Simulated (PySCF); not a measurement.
## BrCl: calculation against experiment

**Measured values to compare with.**

From NIST CCCBDB Release 22 (SRD 101), experimental dipoles, for the gas: dipole moment (microwave Stark effect, vibrational ground state) 0.519 ± 0.004 D.

From Liu, Meijer, Perez-Rios, Phys. Chem. Chem. Phys. 22 (2020) 24191, for the gas: dipole moment 0.519 D.

How close the calculation comes is told at the end.

Species: BrCl.
Atom-mapped SMILES: `[Cl:1][Br:2]`

Structure used (PBE/cc-pVDZ), in Å, numbered top down from 1:
```
atom  x, y, z in Å
Cl1    1.0993   -0.0155   -0.0063
Br2   -1.0890   -0.0051   -0.0187
```

The PySCF runs (gas phase, on this PBE/cc-pVDZ geometry; no spin–orbit coupling):

```
                    level                                          job  basis functions  wall time
PBE/cc-pVDZ, grid level 1  geometry optimisation from a GFN2-xTB start               45      4.3 s
```

Hardware: an Arm Neoverse V1 with one thread, shared host.

Results beside the measurements:

**Dipole moment.** Measured: 0.519 D (NIST CCCBDB Release 22 (SRD 101), experimental dipoles) and 0.519 D (Liu, Meijer, Perez-Rios, Phys. Chem. Chem. Phys. 22 (2020) 24191). Differences are taken against the first.

```tsv
level	computed (D)	computed − measured (D)	% (from the printed values)
PBE/cc-pVDZ	0.577	+0.058	+11
```

The computed dipoles belong to one fixed geometry; measured ones are averaged over vibrations unless marked μe. Magnitudes are compared, not signs.

No measured geometry was used, and the causes of the misses weren't examined.
